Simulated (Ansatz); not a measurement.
Si(Cl)(OH)(SH)2 (ClH3OS2Si), SMILES O[Si](S)(S)Cl.

The structure is a stationary point at B3LYP-D3(BJ)/def2-SVP. This is a generated structure with no PubChem entry under its InChIKey; it may be hypothetical. The values are those of a single conformer.

Two levels are set side by side: PBE/def2-SVPD (Ansatz, an electronic-structure program) and CAM-B3LYP/def2-SVPD (Ansatz). Energy differences of separate SCF runs at the same geometry; the states with an electron removed or added have multiplicity 2 and 2. Differences are taken from unrounded values.

```
quantity                           CAM-B3LYP   PBE  PBE minus CAM-B3LYP
---------------------------------  ---------  ----  -------------------
vertical ionisation energy (eV)        10.14  9.45                -0.69
vertical singlet–triplet gap (eV)       6.00  5.41                -0.59
```
